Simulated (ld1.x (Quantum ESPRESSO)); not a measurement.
# Plane-wave convergence, TM potential for Sn (Z = 50)

| Item | Value |
| --- | --- |
| Element | Sn (Z = 50) |
| Generator | ld1.x (Quantum ESPRESSO) 7.5 |
| Type | norm-conserving Troullier–Martins (Kleinman–Bylander form) |
| Functional | PBE |
| Relativity | scalar-relativistic |
| Frozen core | [Ar] 3d10 |
| Valence charge | 22 |
| Reference configuration | 4s2 4p6 4d10 5s2 5p0 (charge +2) |
| Partial waves | 4p (bound): rc 1.45 bohr; 4d (bound): rc 1.20 bohr; 4s (bound): rc 1.10 bohr |
| Local potential | the s channel |
| Core correction | none |

Occupied shells without a wave of their own: 5s. They enter only through the test configuration that unscreens the potential.

The pseudo-atom Hamiltonian at the reference potential is diagonalised in spherical Bessel functions j_l(qr) that vanish at 20 bohr, with q² up to the cutoff. All-electron valence levels (Ry): 4p -7.8756, 5p -1.3076, 4d -3.1757, 4s -11.1266, 5s -1.9176.

How do the lowest levels (Ry) of each channel move with the cutoff, and are there ghosts?

| cutoff (Ry) | p #1 | p #2 | p #3 | d #1 | s #1 | s #2 | f #1 | f #2 | Σ f·Δε (mRy) |
| --- | --- | --- | --- | --- | --- | --- | --- | --- | --- |
| 8 | -4.5266 | -0.9107 | -0.3780 | -1.1080 | -9.9192 | -1.6737 | -0.3083 | -0.1747 | 43832.0 |
| 21 | -7.3822 | -1.2269 | -0.4684 | -2.0922 | -10.4159 | -1.9178 | -0.3111 | -0.1768 | 15375.1 |
| 45 | -7.8733 | -1.3419 | -0.5020 | -2.9883 | -10.9809 | -1.9630 | -0.3121 | -0.1776 | 2246.7 |
| 90 | -7.8755 | -1.3525 | -0.5059 | -3.1744 | -11.0960 | -1.9933 | -0.3122 | -0.1777 | 82.3 |
| 160 | -7.8755 | -1.3540 | -0.5064 | -3.1757 | -11.1252 | -1.9963 | -0.3122 | -0.1777 | 3.9 |
| 300 | -7.8755 | -1.3541 | -0.5064 | -3.1758 | -11.1266 | -1.9965 | -0.3122 | -0.1777 | 0.1 |
| 400 | -7.8755 | -1.3541 | -0.5065 | -3.1758 | -11.1266 | -1.9965 | -0.3122 | -0.1777 | 0.0 |

Result: no extra level below or beside the all-electron valence levels (p, d, s, f tested); 10 mRy is reached at 140 Ry and 1 mRy at 230 Ry.

The potential misses its own reference levels by up to 1.1 eV, so it is not fit for use. Its largest configuration-test error is +1673 meV.
